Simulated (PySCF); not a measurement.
Electronic structure of Li+ (lithium, charge +1) at the BP86 level

Configuration: 1s2, closed-shell 1S. Calculation: PySCF 2.14, in cc-pVTZ; no relativity, point nucleus.

* Total energy: -7.2758 hartree
* One-electron energy: -8.8823 hartree
* Hartree (Coulomb) energy: 3.2925 hartree
* Exchange-correlation energy: -1.6859 hartree
* Kinetic energy: 7.20683 hartree
* ⟨S²⟩: 0.0000
* ⟨L²⟩: 0.000
* Sum of ⟨r⟩: 1.150 bohr
* Sum of ⟨r²⟩: 0.9046 bohr²
* Density at the nucleus (Gaussians lack the cusp): 13.3 bohr⁻³
* Langevin diamagnetic susceptibility: -0.716 ×10⁻⁶ cm³/mol
* Time after the integrals: 0.08 s of wall time on 1 thread of Neoverse-N1 (shared host)

```json
{"shell": "1s", "electrons": "2", "mean orbital energy (eV)": "-60.477", "rms radius, mean of both spins (bohr)": "0.673"}
```
